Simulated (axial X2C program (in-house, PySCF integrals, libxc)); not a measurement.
## Worked dissociation energy of LiZr⁺: CCSD, without spin–orbit coupling

Calculated with an axial X2C code built on PySCF integrals. Spin-free means the one-electron spin-free X2C Hamiltonian. Basis: Zr dyall-cv3z [11s12p9d6f3g], Li dyall-cv3z [7s8p2d] (cores contracted in-house); Gaussian nuclei, density fitting, unrestricted open shells. Masses: Zr 89.905 u, Li 7.016 u.

Molecular state: M_S = 1, Λ = 2 (beyond evenly filled blocks: σα, δ+α).

Correlated methods: 12 electrons correlated (number of frozen shells: Zr 3 s, 2 p, 1 d; Li 1 s), 284 virtual spin orbitals or spinors in MP2, 90 natural virtuals in coupled cluster.

```
E(Zr) (2M_S = 2, M_L = 0)  : -3596.549932 hartree
E(Li+) (2M_S = 0, M_L = 0) : -7.237072 hartree
E(LiZr⁺) at Re             : -3603.829282 hartree
ωe                         : 279.3 cm⁻¹
ωexe                       : 2.04 cm⁻¹
```

Problem. Work out De and D0.

Solution. De = -3596.549932 + (-7.237072) − (-3603.829282) = 0.04228 hartree = 1.150 eV. The zero-point energy is ωe/2 − ωexe/4 = 139 cm⁻¹ = 0.017 eV, so D0 = 1.133 eV.

The state is one determinant whose occupation by symmetry is held fixed; it was picked as the lowest of a PBE0 search that is not exhaustive. De is counted from the lowest determinant-based energies of the atoms at the same level, without counterpoise correction. CCSD ran in a truncated set of natural virtual spinors with an MP2 remainder; without triples it tends to underbind. PBE0 can misorder states that lie within some tenths of an eV, so this need not be the ground state of the molecule. The nearest other spin-free determinant of the search, M_S = 1, Λ = 0, lies 0.10 eV up at the distance of the search. The determinant is spin-polarised beyond a pure state at some levels (its spin-free form has ⟨S²⟩ too high), which makes Re and μ there less reliable. The T1 diagnostic is large, a sign of multireference character.

Each atomic determinant is the lowest at this level and need not be a pure term. Totals compare only within one Hamiltonian and basis.
